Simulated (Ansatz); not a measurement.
Al(H)(OMe)(SeH) (CH5AlOSe), SMILES C[O][AlH][SeH].

The structure is a stationary point at ωB97X-D3(BJ)/def2-SVP. The structure was generated by enumeration; whether it is a known compound was not checked. The values are those of a single conformer.

Two levels are set side by side: PBE/def2-SVPD (Ansatz, a program for electronic structure) and CAM-B3LYP/def2-SVPD (Ansatz). Energy differences of separate SCF runs at the same geometry; the states with an electron removed or added have multiplicity 2 and 2. Differences are taken from unrounded values.

```tsv
quantity	CAM-B3LYP
vertical ionisation energy (eV)	9.61
vertical singlet–triplet gap (eV)	5.33
```

### Question
What does PBE give, and how far is it from CAM-B3LYP? (The exact figures need the calculation; the answer reports its results.)

### Answer

| quantity | PBE | PBE minus CAM-B3LYP |
|---|---|---|
| vertical ionisation energy (eV) | 9.11 | -0.50 |
| vertical singlet–triplet gap (eV) | 4.80 | -0.53 |
